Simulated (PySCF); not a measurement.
Structure with atom numbers: `[BH2:1][CH2:2][BH:3][F:4]`. Each H is labelled by its parent atom.

Geometry: PBE0-D3(BJ)/def2-SVP; GIAO shifts from PySCF 2.14, gas phase, non-relativistic, averaged over equivalent atoms.

At PBE0/6-31G* (66 basis functions, 3.6 s wall time on 1 thread of an Arm Neoverse V1, shared host):
```tsv
atoms	δ (ppm)
B1	77.9
B3	48.3
C2	44.5
F4	16.6
H(B1)	8.09
H(B3)	5.91
H(C2)	2.85
```

Scale: $^{11}$B (σref 112.25) against BF3·OEt2; $^{13}$C (σref 194.14) and $^{1}$H (σref 31.96) against TMS; $^{19}$F (σref 198.90) against CFCl3 (reference shieldings calculated alike).

Problem. Estimate the result of repeating the calculation with KT2/pcSseg-2.

Solution. 
```json
{"atoms": "B1", "δ at KT2/pcSseg-2": "83.7", "change": "+5.8"}
{"atoms": "B3", "δ at KT2/pcSseg-2": "50.2", "change": "+1.9"}
{"atoms": "C2", "δ at KT2/pcSseg-2": "53.4", "change": "+8.9"}
{"atoms": "F4", "δ at KT2/pcSseg-2": "-12.9", "change": "-29.5"}
{"atoms": "H(B1)", "δ at KT2/pcSseg-2": "7.67", "change": "-0.42"}
{"atoms": "H(B3)", "δ at KT2/pcSseg-2": "5.70", "change": "-0.21"}
{"atoms": "H(C2)", "δ at KT2/pcSseg-2": "3.22", "change": "+0.37"}
```

References, each an isolated molecule treated in the same way: $^{11}$B (98.29 ppm) against BF3·OEt2; TMS for $^{13}$C (182.28 ppm), $^{1}$H (31.18 ppm); $^{19}$F (136.34 ppm) vs CFCl3.

The largest change is at F4 (fluorine bonded to B). Cost: 214 basis functions, 16 s wall time on 1 thread of an Arm Neoverse V2, shared host.

A carbon bonded to boron is broadened by the quadrupolar boron nucleus and is often missing from a measured spectrum. Unscaled 19F shifts against computed CFCl3 carry errors that often reach 10 to 50 ppm.
